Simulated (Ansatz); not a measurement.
Basis sets compared for fac-TiCl3(H2O)3 (TiCl3O3H6). The state is a doublet with charge 0. Geometry B3LYP-D4/def2-SVP. Ansatz on 4 threads of Arm Neoverse N1 on a shared host; times are rough, and most runs start from earlier orbitals.

| atom | x (Å) | y (Å) | z (Å) |
| --- | --- | --- | --- |
| Ti1 | -0.118 | 0.487 | -0.317 |
| Cl2 | 0.914 | 2.465 | 0.155 |
| O3 | -0.731 | -1.648 | -0.258 |
| H4 | -0.550 | -1.902 | -1.182 |
| H5 | -1.701 | -1.550 | -0.215 |
| Cl6 | 0.261 | 0.000 | -2.599 |
| O7 | -0.524 | 0.341 | 1.878 |
| H8 | -1.474 | 0.577 | 1.836 |
| H9 | -0.086 | 1.114 | 2.271 |
| Cl10 | -2.456 | 0.833 | -0.290 |
| O11 | 1.906 | -0.442 | -0.198 |
| H12 | 2.512 | 0.262 | 0.083 |
| H13 | 2.046 | -0.536 | -1.163 |

Binding counts from free atoms (Ti triplet, Cl doublet, O triplet, H doublet) in the same basis, without a counterpoise term.

```csv
level,functions,energy (Eh),HOMO (eV),LUMO (eV),binding per atom (eV),wall time
PBE-D4/def2-SVP,157,-2457.8842,-3.76,-3.42,3.70,21 s
PBE-D4/def2-TZVPD,360,-2458.7612,-4.13,-3.78,–,68 s
PBE0-D4/def2-SVP,157,-2458.0268,-6.34,-2.52,3.56,24 s
```

(1) Estimate the rows for PBE-D4/def2-TZVP, PBE0-D4/def2-TZVP.

Results:

(1) 
| level | functions | energy (Eh) | HOMO (eV) | LUMO (eV) | binding per atom (eV) | wall time |
| --- | --- | --- | --- | --- | --- | --- |
| PBE-D4/def2-TZVP | 285 | -2458.7535 | -4.05 | -3.71 | – | 39 s |
| PBE0-D4/def2-TZVP | 285 | -2458.8843 | -6.46 | -2.65 | 3.53 | 2.8 min |
